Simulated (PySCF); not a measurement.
**Interval between two levels of Sr by level of theory**

Sr [Kr] 5s2 → Sr [Kr] 4d1 5s1 [3D3, M_J = 3], as a difference of total energies. All numbers are calculated (PySCF 2.14, the two-component X2C-1e Hamiltonian, in x2c-TZVPall-2c (8s9p7d1f, 77 functions)). Correlated levels: [Ar] 3d10 frozen; the 6 highest virtual spinors dropped. "Screened" scales the spin-orbit matrix elements by Boettger's factors to mimic the two-electron term; Breit and QED terms are absent.

| method | interval between two levels (cm⁻¹) | error (cm⁻¹) |
| --- | --- | --- |
| GHF (spin-free) | 15266 | -3053 |
| GMP2 (spin-free) | 19511 | +1192 |
| GHF (screened spin-orbit) | 15301 | -3018 |
| GMP2 (screened spin-orbit) | 19589 | +1270 |

Reference: 18319 cm⁻¹ (measured; NIST Handbook of Basic Atomic Spectroscopic Data (Sansonetti and Martin, J. Phys. Chem. Ref. Data 34, 1559 (2005))).

The spin-free rows relax to the high-spin LS determinant and lack the spin-orbit shift.

Errors of the correlated levels include the incompleteness of this basis and the frozen core.

The labels give the starting determinants; with spin-orbit coupling the two ends relaxed to ⟨J²⟩ = 0.00, ⟨L²⟩ = 0.01, ⟨S²⟩ = 0.01 and ⟨J²⟩ = 12.00, ⟨L²⟩ = 6.01, ⟨S²⟩ = 2.01.
